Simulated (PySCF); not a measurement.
Compound: C₄H₇N₃Si.
Z-matrix (Å and degrees, PBE0-D3(BJ)/def2-SVP geometry), rows numbered from 1:
```
C 
C   1  1.3371
C   2  1.4573  1  124.90
N   3  1.3346  2  123.59  1     0.38
N   4  1.3104  3  103.62  2  -179.97
N   5  1.3101  4  117.11  3    -0.03
C   6  1.3380  5  103.92  4    -0.02
Si  7  1.8732  3  131.06  2     0.73
H   1  1.0932  2  120.87  3     0.02
H   1  1.0919  2  121.10  3  -179.95
H   2  1.0951  1  119.77  3   179.99
H   5  1.0139  4  121.40  3  -179.90
H   8  1.4946  7  110.21  3    64.67
H   8  1.4890  7  108.89  3  -174.74
H   8  1.4944  7  109.99  3   -54.15
```

Definitions: NICS(0) = −σiso at the ring centroid; NICS(1) = −σiso and NICS(1)zz = −σzz at ±1 Å along the ring normal z. Level: GIAO B97-2/pcSseg-1 (PySCF, non-relativistic, gas phase) on the PBE0-D3(BJ)/def2-SVP geometry, one conformer.

Ring bond lengths (Å): C3–N4 1.335, N4–N5 1.310, N5–N6 1.310, N6–C7 1.338, C7–C3 1.424.

Problem. Give the NICS values of each ring in ppm.

Solution. 
| ring | type | NICS(0) | NICS(1), two faces | NICS(1)zz, two faces | rms pucker (Å) | centre to ring atoms, mean (Å) |
| --- | --- | --- | --- | --- | --- | --- |
| C3–N4–N5–N6–C7 | 5-membered ring with 3 N; formal bonds all aromatic | -12.6 | -12.9 / -12.8 | -32.3 / -32.3 | 0.00 | 1.14 |

Problem. What do they say, and how far can they be read as aromaticity?

Solution. 
- C3–N4–N5–N6–C7: mean NICS(1)zz -32.3 ppm, shielded, aromatic by this magnetic criterion (flat ring, no four-coordinate atom).

Problem. And the bond-length index? HOMA takes Krygowski's 1993 parameters.

Solution. 
- C3–N4–N5–N6–C7: HOMA 0.93; the largest term is that of C7–C3, α(R − Ropt)² = 0.33. The geometric and the magnetic index point the same way.

Problem. What field does 7.05 T along the ring normal induce along that normal at the second NICS(1) probe listed for ring C3–N4–N5–N6–C7, 1 Å off the ring?

Solution. NICSzz × B0 = -32.3 ppm × 7.05 T = -228 μT, against the applied field.

Problem. How shielded are the nuclei of the rings and their hydrogens (means over atoms taken as equivalent)?

Solution. 
```csv
atoms,environment,σ isotropic (ppm)
C3,substituted aromatic carbon,30.5
N4,pyridine-type nitrogen,-76.5
N5,pyrrole-type nitrogen,0.8
N6,pyridine-type nitrogen,-104.8
C7,substituted aromatic carbon,47.6
H12,N–H hydrogen,20.76
```

Problem. How do the values depend on the level or the medium?

Solution. 
| level | NICS(0), C3–N4–N5–N6–C7 | mean NICS(1)zz, C3–N4–N5–N6–C7 |
| --- | --- | --- |
| B97-2/pcSseg-1, gas | -12.6 | -32.3 |
| PBE0/pcSseg-1, gas | -12.6 | -32.5 |
| PBE0/pcSseg-1, IEF-PCM methanol | -12.3 | -32.5 |
| PBE0/pcSseg-1, IEF-PCM tetrahydrofuran | -12.4 | -32.5 |

The geometry is the same throughout; the continuum's cavity takes Bondi-type radii × 1.2.

The run took 33 s wall on one thread of an Arm Neoverse N1, shared host with 64 logical CPUs at a one-minute load of 42, and the process peaked at 0.92 GiB of memory. This is the whole shielding run at B97-2/pcSseg-1, SCF included.
